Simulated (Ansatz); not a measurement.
The same atomization along the group Al, Ga, In.

Isolated molecules relaxed with PBE0-D4/def2-TZVP in Ansatz; ΔE leaves out vibrations. CCSD(T)/CBS adds triple-zeta CCSD(T) − MP2 to the extrapolated MP2 energy (def2 sets, frozen cores). This one scheme is used for every species, atoms too. No spin–orbit coupling; open shells (•) take unrestricted orbitals. Spin–orbit coupling would lower the free atoms: a little for Al, O; clearly for Ga; strongly for In. def2 core potentials past Kr. For Ga, In outer-core shells are correlated without core-valence functions, so the limit isn't a true one: a few kJ/mol of doubt a bond, and 10 to 20 or more in all where bonds break to atoms. Scalar relativity is left out up to krypton. One conformer a species, not always the lowest.

| reaction | MP2/CBS(def2) (eV) |
| --- | --- |
| `[OH][Al-]([OH])([OH])[PH3+]` → 6 H• + Al• + 3 O• + P• | 40.94 |
| `[OH][Ga-]([OH])([OH])[PH3+]` → 6 H• + Ga• + 3 O• + P• | 37.84 |
| `[OH][In-]([OH])([OH])[PH3+]` → 6 H• + In• + 3 O• + P• | 35.84 |

Task: Give the CCSD(T)/CBS values in the same order. (Best estimate.)

Result: The calculation gave: 40.17, 37.11, 35.26 eV.

Largest T1 diagnostic: 0.018, for Al•.

For atomizations the MP2-based limit and the directly extrapolated one differ by several kJ/mol either way, and by 10 to 25 for some Ge, Se and Sn compounds, so smaller differences from it don't rank the levels.
